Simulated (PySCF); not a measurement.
Computed Raman spectrum (relative Raman activity) of a molecule C3H3BF2. Geometry optimised at B3LYP-D3(BJ)/def2-SVP. Other conformers were not sampled. Method: B3LYP-D3(BJ)/def2-SVP run with PySCF 2.14.0. Frequencies are harmonic and unscaled.

| ν (cm⁻¹) | relative intensity |
|---|---|
| 116 | 2.5 |
| 219 | 4.6 |
| 252 | 2.2 |
| 655 | 3.3 |
| 1183 | 2.5 |
| 1243 | 5.6 |
| 1400 | 3.5 |
| 1433 | 9.9 |
| 2181 | 73 |
| 2991 | 100 |
| 3029 | 59 |
| 3457 | 21 |

### Question
Pick the molecule that these values belong to.
(A) C#CCB(F)F
(B) C#CB(F)CF
(C) C=C=CB(F)F
(D) FB1C=C(F)C1

### Answer
B, C#CB(F)CF
